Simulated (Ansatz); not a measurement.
Na3Sn5⁻, relaxed as a singlet with RKS r2SCAN-D4/def2-SVPD in Ansatz, starting from the GFN2-xTB geometry. Force threshold 0.02 eV/Å.

In the def2 sets Sn takes a core potential; there is no spin–orbit coupling. The restricted singlet is unstable towards broken spin symmetry in Hartree–Fock (as tested in another run); at r2SCAN-D4/def2-SVPD this wasn't settled. Another isomer (singlet) lies 0.20 eV lower at PBE0-D4/def2-SVP; other spin states weren't run for this one.

Start:

```xyz
8

Na    0.7614    2.1108   -2.0702
Na    0.6841   -2.7564   -1.2214
Na    1.4360   -0.5947   -3.1217
Sn    1.3928    0.4188    2.2299
Sn   -0.9242   -1.0416    2.2889
Sn   -2.5945    0.0984    0.4432
Sn    0.1379   -0.0732   -0.2512
Sn   -0.8933    1.8379    1.7025
```

Question: Estimate the energy that the relaxation releases and the steps that it takes.

Answer: 146.0 kJ/mol, in 26 steps; 5.4 min on 4 threads of Arm Neoverse V1 on a shared host. No frequencies were taken in this run, so the end may be a saddle point.

Question: Does the start keep its bonding?

Answer: Bonds lost: Na3–Sn7 (atoms count from 1). Bonds formed: Na1–Na2, Na1–Sn6, Na1–Sn8, Na2–Sn6 (atoms count from 1).

Question: Predict the relaxed structure.

Answer: 
```xyz
8

Na    0.438    1.354   -1.612
Na    0.143   -1.983   -1.868
Na    1.038   -0.360   -4.892
Sn    1.194    1.035    3.186
Sn   -1.176   -0.694    2.939
Sn   -1.894   -0.594    0.169
Sn    1.055   -0.661    0.835
Sn   -0.797    1.902    1.243
```
Bond lengths (bridged metal pairs left out): 9 × Sn–Sn 2.86 to 3.19 Å; 5 × Na–Sn 3.14 to 3.52 Å; 3 × Na–Na 3.36 to 3.75 Å.
